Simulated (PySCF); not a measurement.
Compound: C6H10N2Si.
Numbering: `[SiH3:1][c:2]1[cH:3][cH:4][n:5][n:6]1[CH:7]1[CH2:8][CH2:9]1` (hydrogens: H10, H11, H12 on Si1; H13 on C3; H14 on C4; H15 on C7; H16, H17 on C8; H18, H19 on C9)

Geometry (PBE0-D3(BJ)/def2-SVP, Å), atoms numbered from 1 in this order:
```xyz
19
C6H10N2Si angstrom
Si    -2.0993   -1.5343    0.1267
C     -1.3099    0.1335   -0.1500
C     -1.9021    1.3189   -0.5806
C     -0.8507    2.2506   -0.6386
N      0.2995    1.6965   -0.2733
N      0.0102    0.4371    0.0183
C      1.0501   -0.4721    0.3993
C      2.2999   -0.5502   -0.4240
C      2.3317    0.0628    0.9456
H     -1.4978   -2.5736   -0.7643
H     -1.9250   -1.9921    1.5401
H     -3.5520   -1.3932   -0.1755
H     -2.9534    1.4745   -0.8124
H     -0.8814    3.3009   -0.9264
H      0.6432   -1.3914    0.8276
H      2.3510    0.1365   -1.2728
H      2.7520   -1.5325   -0.5845
H      2.4037    1.1514    0.9976
H      2.8036   -0.4861    1.7644
```

Linear response at PBE0/def2-SVPD (PySCF, frozen core in the response, non-relativistic).

Static isotropic polarisability: 109.39 au (16.21 Å³), principal values 81.6, 119.6, 126.9 au.

(1) What is the polarisability at 1064 nm and at the sodium D line?

(2) What is the isotropic C6 coefficient between two such molecules, C6 = (3/π)∫α(iω)² dω?

(3) Which effective excitation energy ω̄ makes London's formula C6 = (3/4)α²ω̄ exact here?

(4) How many electrons N does the Slater–Kirkwood formula C6 = (3/4)·√N·α^(3/2) need to give this C6?

(5) What n − 1 at the D line would an ideal gas of it have at 273.15 K and 1 atm (2.6868 × 10¹⁹ cm⁻³), by n − 1 = 2π·N·α′?

(6) What molar refraction at the D line follows from R = (4π/3)·N_A·α′, with α′ the polarisability volume?

## Answers

(1) 110.53 au at 1064 nm (+1.0 %), 113.28 au at 589.3 nm (+3.6 %). The rise at 589.3 nm is 3.41 times that at 1064 nm; a pure ω² law gives 3.26. The lowest singlet lies at 213 nm, shorter than both wavelengths.

(2) 4571 au (Eh·bohr⁶) by a ten-point quadrature over imaginary frequencies, which is 2730 eV·Å⁶ or 264 J·nm⁶/mol.

(3) ω̄ = 4·C6/(3α²) = 0.509 Eh = 13.9 eV. A one-pole form α(ω) = α/(1 − ω²/ω̄²) fitted to the 1064 nm value gives 11.5 eV. London's choice of the ionisation energy (8.66 eV, ΔSCF at the same level) gives C6 = 2860 au, 38 % too low.

(4) N = (4·C6/3)²/α³ = 28.4; the species has 74 electrons in all.

(5) 28.34 × 10⁻⁴, a formal value whether or not that pressure can be reached.

(6) α′ = 16.79 Å³ gives R = 42.35 cm³/mol, for isolated, non-vibrating species.

One conformer stands for the species.
